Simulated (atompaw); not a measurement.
Plane-wave convergence, PAW (atompaw) potential for In

In (Z = 49), PAW, made with atompaw 4.2.0.5 (LDA (PW92), scalar-relativistic). Core [Kr], reference 4d10 5s0 5p0 (charge +3). Waves: 5s (bound, empty): rc 2.05 bohr; 5s channel at 0.4 Ry: rc 2.05 bohr; 5p (bound, empty): rc 2.05 bohr; 5p channel at -1 Ry: rc 2.05 bohr; 4d (bound): rc 2.05 bohr; 4d channel at 1.7 Ry: rc 2.05 bohr. Local part: troulliermartins scheme with l = 3 at 0 Ry, radius 1.40 bohr. Core correction: smooth core density matched at 1.80 bohr. Augmentation charge: besselshape compensation charge, radius 1.80 bohr; PAW radius 2.05 bohr; waves and projectors: custom rrkj gramschmidtortho.

The pseudo-atom Hamiltonian at the reference potential is diagonalised in spherical Bessel functions j_l(qr) that vanish at 20 bohr, with q² up to the cutoff. All-electron valence levels (Ry): 5s -2.4540, 5p -1.8218, 4d -3.5376.

**Question.** How do the lowest levels (Ry) of each channel move with the cutoff, and are there ghosts?

**Answer.**

```json
{"cutoff (Ry)": "8", "s #1": "-6.9757", "s #2": "-2.4503", "s #3": "-0.9908", "p #1": "-1.8203", "p #2": "-0.8065", "d #1": "-1.2232", "f #1": "-0.6419", "Σ f·Δε (mRy)": "23144.5"}
{"cutoff (Ry)": "12", "s #1": "-23.6596", "s #2": "-2.4531", "s #3": "-0.9977", "p #1": "-1.8214", "p #2": "-0.8098", "d #1": "-2.5997", "f #1": "-0.6487", "Σ f·Δε (mRy)": "9379.6"}
{"cutoff (Ry)": "15", "s #1": "-32.9319", "s #2": "-2.4534", "s #3": "-0.9977", "p #1": "-3.4017", "p #2": "-1.8213", "d #1": "-3.2320", "f #1": "-0.6518", "Σ f·Δε (mRy)": "3056.6"}
{"cutoff (Ry)": "21", "s #1": "-48.7643", "s #2": "-2.4540", "s #3": "-0.9979", "p #1": "-6.2157", "p #2": "-1.8216", "d #1": "-3.5308", "f #1": "-0.6550", "Σ f·Δε (mRy)": "68.5"}
{"cutoff (Ry)": "30", "s #1": "-54.4415", "s #2": "-2.4540", "s #3": "-0.9979", "p #1": "-8.9443", "p #2": "-1.8218", "d #1": "-3.5368", "f #1": "-0.6588", "Σ f·Δε (mRy)": "7.9"}
{"cutoff (Ry)": "40", "s #1": "-55.9291", "s #2": "-2.4540", "s #3": "-0.9979", "p #1": "-10.4931", "p #2": "-1.8218", "d #1": "-3.5375", "f #1": "-0.6619", "Σ f·Δε (mRy)": "1.2"}
{"cutoff (Ry)": "45", "s #1": "-56.0051", "s #2": "-2.4540", "s #3": "-0.9979", "p #1": "-11.0922", "p #2": "-1.8218", "d #1": "-3.5376", "f #1": "-0.6638", "Σ f·Δε (mRy)": "0.7"}
{"cutoff (Ry)": "55", "s #1": "-56.0243", "s #2": "-2.4541", "s #3": "-0.9979", "p #1": "-11.5768", "p #2": "-1.8218", "d #1": "-3.5376", "f #1": "-0.6663", "Σ f·Δε (mRy)": "0.5"}
{"cutoff (Ry)": "400", "s #1": "-56.1360", "s #2": "-2.4541", "s #3": "-0.9979", "p #1": "-12.1062", "p #2": "-1.8218", "d #1": "-3.5376", "f #1": "-0.6716", "Σ f·Δε (mRy)": "0.0"}
```

Result: ghost states, extra bound levels that the all-electron valence spectrum of the same l lacks: s at -763.8 eV, p at -164.7 eV (a true bound ghost makes a file unfit for plane-wave use); 10 mRy is reached at 30 Ry and 1 mRy at 45 Ry.
